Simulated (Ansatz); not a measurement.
Species: AlBr₂, charge 0, doublet. AlBr2 (SMILES [Br][Al][Br], doublet).
B3LYP-D3(BJ)/def2-TZVP minimum from Ansatz (an electronic-structure program):
```
Al
Br 1 2.2822
Br 1 2.2822 2 119.32
```
Charge 0, spin multiplicity 2.

Wanted: atomisation energy (electronic, to ground-state atoms), in kcal/mol. UHF or UKS for unpaired electrons; spin-orbit terms are left out. Correlated methods leave the cores frozen (noble-gas shells, and filled d and f shells in the p block). No relativity. CBS(X,Y): correlation extrapolated as X^-3, Hartree-Fock from the larger set. A bracket is a step between two methods taken in the basis named. For partners of very few electrons the exact lower level stands in for a higher one. Spin-orbit terms, left out, reach several kcal/mol for Br and I, and more for heavier atoms. The spin of AlBr2 ([Br][Al][Br], doublet) was assumed, and the state is the lowest solution found for it.

CCSD(T)/CBS(def2-TZVPP,def2-QZVPP) + [CCSDT(Q) - CCSD(T)]/def2-SVP (Ansatz) gives 168.5 kcal/mol.

Problem. What does PBE/def2-TZVPD (Ansatz) give here, and how do the other levels compare?

Solution. PBE gives 169.4 kcal/mol, 0.9 kcal/mol above it. Differences of the others: B3LYP/def2-TZVPD (Ansatz) -9.2; PBE0/def2-TZVPD (Ansatz) -0.6; wB97M-V/def2-TZVPD (Ansatz) -4.7; CCSD(T)/CBS(def2-TZVPP,def2-QZVPP) (Ansatz) -0.3 kcal/mol.
